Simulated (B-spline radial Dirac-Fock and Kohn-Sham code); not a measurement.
## Energy-loss ionisation edge M4 (3d3/2) of Dy

System: neutral dysprosium, [Xe] 4f10 6s2. These are calculated numbers from a radial atomic solver; the model is the first Born approximation with generalised oscillator strengths from a Dirac-Hartree-Slater potential (longitudinal and transverse terms; continuum final states only, so no white lines or fine structure). The edge is taken at 1333.0 eV (tabulated value).

Partial cross sections σ(β, Δ) in barn, integrated over a window Δ above the edge and up to the collection semi-angle β, for parallel illumination:

| E₀ (kV) | β (mrad) | Δ = 25 eV | Δ = 50 eV | Δ = 100 eV | Δ = 200 eV | Δ = 300 eV |
| --- | --- | --- | --- | --- | --- | --- |
| 60 | 20 | 83.9 | 238 | 529 | 992 | 1330 |
| 60 | 50 | 173 | 491 | 1100 | 2110 | 2880 |
| 80 | 5 | 13.3 | 37.6 | 82.7 | 152 | 201 |
| 80 | 20 | 88.0 | 250 | 558 | 1050 | 1420 |
| 80 | 50 | 160 | 454 | 1020 | 1960 | 2690 |
| 80 | 100 | 196 | 549 | 1240 | 2400 | 3330 |
| 100 | 10 | 44.8 | 127 | 282 | 526 | 704 |
| 100 | 20 | 89.3 | 254 | 568 | 1080 | 1460 |
| 100 | 50 | 149 | 423 | 952 | 1830 | 2520 |
| 100 | 100 | 176 | 492 | 1110 | 2150 | 2990 |
| 120 | 5 | 18.9 | 53.3 | 118 | 217 | 288 |
| 200 | 20 | 87.6 | 249 | 561 | 1070 | 1470 |
| 300 | 50 | ? | ? | ? | ? | ? |
| 300 | 100 | 111 | 310 | 699 | 1360 | 1890 |

Question: Give the row for 300 kV and 50 mrad.

Answer: 107 b for 25 eV, 302 b for 50 eV, 681 b for 100 eV, 1320 b for 200 eV, 1830 b for 300 eV.
